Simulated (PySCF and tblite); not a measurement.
The numbers below are computed, except where a source is named.
C6H8FN, numbered as in [CH2:1]=[C:2]1[CH2:3][N:4]=[CH:5][CH2:6][C@H:7]1[F:8].

Level: B3LYP-D3(BJ)/def2-SVP (IEF-PCM, dimethylsulfoxide)//GFN2-xTB, thermal terms from GFN2-xTB, symmetry numbers and mirror pairs counted. Conformers within 3 kcal/mol (GFN2-xTB free energy) were kept, 6 at most. GIAO shieldings: KT3/pcSseg-1 (IEF-PCM, dimethylsulfoxide). Shifts are against TMS (¹H), TMS (¹³C) at the same level. Programs: PySCF with density fitting and tblite.

The 6-ring runs over atoms 2–3–4–5–6–7.

| conformer | shape | symmetry | E(GFN2) kcal/mol | E(DFT) kcal/mol |
| --- | --- | --- | --- | --- |
| 1 | 6-ring half-chair (ring torsions 9, 1, 19, -46, 58, -40°) | C1 | 0.00 | 0.00 |
| 2 | 6-ring half-chair (ring torsions -14, 0, -15, 41, -57, 44°) | C1 | 1.16 | 0.23 |
| 3 | 6-ring boat (ring torsions 43, 1, -43, 36, 3, -44°) | C1 | 3.01 | 3.77 |

Q: How much do the weights at 298.15 K and the averaged shift of C1 depend on how the conformers are weighted?

A: 
```json
{"weighting": "DFT energy with thermal terms, symmetry and mirror images (full scheme)", "1 (%)": "56", "2 (%)": "44", "3 (%)": "0", "δ (ppm)": "103.5", "rms dipole (D)": "2.05"}
{"weighting": "DFT energy with symmetry and mirror images", "1 (%)": "60", "2 (%)": "40", "3 (%)": "0", "δ (ppm)": "103.3", "rms dipole (D)": "1.98"}
{"weighting": "bare DFT energy", "1 (%)": "60", "2 (%)": "40", "3 (%)": "0", "δ (ppm)": "103.3", "rms dipole (D)": "1.98"}
{"weighting": "GFN2-xTB energy with symmetry and mirror images", "1 (%)": "87", "2 (%)": "12", "3 (%)": "1", "δ (ppm)": "101.0", "rms dipole (D)": "1.25"}
{"weighting": "GFN2-xTB free energy", "1 (%)": "86", "2 (%)": "14", "3 (%)": "1", "δ (ppm)": "101.2", "rms dipole (D)": "1.31"}
{"weighting": "leading conformer alone", "1 (%)": "100", "2 (%)": "0", "3 (%)": "0", "δ (ppm)": "99.9", "rms dipole (D)": "0.69"}
{"weighting": "equal weights", "1 (%)": "33", "2 (%)": "33", "3 (%)": "33", "δ (ppm)": "106.8", "rms dipole (D)": "2.53"}
{"weighting": "full scheme, search stopped after three starts", "1 (%)": "56", "2 (%)": "44", "3 (%)": "0", "δ (ppm)": "103.5", "rms dipole (D)": "2.05"}
```

The largest departure from the full scheme, 3.6 ppm, comes with: leading conformer alone.
